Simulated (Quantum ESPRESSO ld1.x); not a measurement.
Cd4+, configuration [Ar] 3d10 4p6 4d8 5p2 (not the ground configuration). Calculated with ld1.x of Quantum ESPRESSO 7.5: Dirac Kohn-Sham, PW91, spin-unpolarised, spherical densities, point nucleus; open shells fill j = l - 1/2 first. Some entries of the table are withheld. Estimate them.

| orbital | occ. | eigenvalue (Ry) | r(max) (bohr) |
|---|---|---|---|
| 1s1/2 | 2 | -1954.66 | 0.01967 |
| 2s1/2 | 2 | -295.085 | 0.1113 |
| 2p1/2 | 2 | -275.143 | 0.08595 |
| 2p3/2 | 4 | -260.987 | 0.09029 |
| 3s1/2 | 2 | -59.6732 | 0.3239 |
| 3p1/2 | 2 | -51.6797 | 0.3103 |
| 3p3/2 | 4 | -49.1468 | 0.3203 |
| 3d3/2 | 4 | -34.9966 | 0.2639 |
| 3d5/2 | 6 | -34.4814 | 0.2668 |
| 4s1/2 | 0 | (1) | 0.7867 |
| 4p1/2 | 2 | -10.3930 | 0.8149 |
| 4p3/2 | 4 | -9.92153 | 0.8377 |
| 4d3/2 | 4 | -5.71419 | 0.9186 |
| 4d5/2 | 4 | -5.64324 | 0.9265 |
| 5p1/2 | 2 | -2.99979 | (2) |
| 5p3/2 | 0 | -2.92030 | (3) |
| 5d3/2 | 0 | -1.91982 | 2.669 |
| 5d5/2 | 0 | -1.90925 | 2.687 |
| 4f5/2 | 0 | -1.76142 | 1.538 |
| 4f7/2 | 0 | -1.75905 | 1.545 |
| 6p1/2 | 0 | -1.42582 | 4.260 |
| 6p3/2 | 0 | -1.39837 | 4.323 |

Answer. 
(1) 4s1/2 eigenvalue (Ry): -13.0370
(2) 5p1/2 r(max) (bohr): 2.045
(3) 5p3/2 r(max) (bohr): 2.098
